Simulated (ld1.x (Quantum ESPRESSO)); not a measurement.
## Building the TM potential for copper (PBE, scalar-relativistic).

| Property | Result |
| --- | --- |
| Element | Cu |
| Generator | ld1.x (Quantum ESPRESSO) 7.5 |
| Type | norm-conserving Troullier–Martins (Kleinman–Bylander form) |
| Functional | PBE |
| Relativity | scalar-relativistic |
| Frozen core | [Ar] |
| Valence charge | 11 |
| Reference configuration | 3d10 4s0.5 4p0.5 |
| Partial waves | 4s (bound): rc 2.00 bohr; 4p (bound): rc 3.80 bohr; 3d (bound): rc 1.30 bohr |
| Local potential | the d channel |
| Core correction | a·sin(br)/r model core, default radius (core density twice the valence density) |

All-electron outer shells of the reference configuration (PBE, scalar-relativistic, ld1.x):

```json
{"shell": "3s", "level (eV)": "-115.85", "outermost node (bohr)": "0.29", "outermost maximum (bohr)": "0.61"}
{"shell": "3p", "level (eV)": "-73.30", "outermost node (bohr)": "0.26", "outermost maximum (bohr)": "0.62"}
{"shell": "3d", "level (eV)": "-6.18", "outermost node (bohr)": "–", "outermost maximum (bohr)": "0.60"}
{"shell": "4s", "level (eV)": "-5.42", "outermost node (bohr)": "0.89", "outermost maximum (bohr)": "2.24"}
{"shell": "4p", "level (eV)": "-1.27", "outermost node (bohr)": "0.97", "outermost maximum (bohr)": "3.47"}
```

**Question.** Does the generator finish with these settings?

**Answer.** Yes, a potential is produced.

**Question.** Estimate the cutoffs (Ry, on a coarse ladder) from which the occupation-weighted sum of valence levels, in a spherical-Bessel basis at the reference potential, stays within 10 and 1 mRy of its value at 400 Ry.

**Answer.** 160 Ry and 260 Ry.

**Question.** What does a ghost test show?

**Answer.** Ghost states, extra bound levels that the all-electron valence spectrum of the same l lacks: s at -297.4 eV, p at -105.0 eV. A true bound ghost makes a file unfit for plane-wave use.

**Question.** Which valence shell sets the plane-wave cutoff?

**Answer.** 3d: its level needs 160 Ry to come within 1 mRy, against 25 Ry for 4s.

**Question.** Tests: 3d10 4s1 4p0; 3d10 4s0 4p0; 3d9 4s0 4p0; 3d9 4s1 4p1; 3d8 4s0 4p0; 3d9 4s2 4p0; 3d7 4s0 4p0. Which has the largest error in its energy relative to the reference configuration, and how large is it?

**Answer.** 3d7 4s0 4p0, with -1967 meV (all-electron minus pseudo) on +126.20 eV.
